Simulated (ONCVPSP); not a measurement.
**Transferability test, ONCV potential for cobalt**

ONCVPSP 4.0.1 input, shortened (lines: element, Z, core and valence counts, functional; n l f; lmax; l rc ep ncon nbas qcut; lloc lpopt rc5 dvloc0; l nproj debl; icmod fcfact rcfact), PBEsol, scalar-relativistic:

```
  Co 27.00    3    4  -116133      upf
    1    0    2.00
    2    0    2.00
    2    1    6.00
    3    0    2.00
    3    1    6.00
    3    2    7.00
    4    0    1.00
    2
    0    1.15    0.00    3    6   11.90
    1    1.30    0.00    4    7    9.20
    2    1.40    0.00    4    8   11.50
    4    3    0.70    0.00
    0    2    3.30
    1    2    1.00
    2    3    2.30
    3    2.25    1.05
```

In the p channel the program set the typed energies aside and used -2.732, 0.250 Ha.

Energies are relative to the spin-unpolarised reference configuration 3s2 3p6 3d7 4s1; without spin polarisation the order of configurations can differ from experiment.

| valence configuration | charge | ΔE all-electron (eV) | error AE − PS (meV) |
| --- | --- | --- | --- |
| 3s2 3p6 3d7 4s2 | 0 | -9.046 | +1.8 |
| 3s2 3p6 3d7 4s0 | +2 | 16.698 | +0.9 |
| 3s2 3p6 3d7.5 4s1.5 | 0 | -10.011 | +1.5 |

What are ΔE and the potential's error for 3s2 3p6 3d6 4s0?

ΔE = 52.535 eV all-electron; the error (AE − PS) is +19 meV.

Levels in the configuration 3s2 3p6 3d7 4s0:

| level | all-electron (eV) | pseudo (eV) |
| --- | --- | --- |
| 3s | -121.165 | -121.170 |
| 3p | -84.561 | -84.561 |
| 3d | -27.035 | -27.049 |
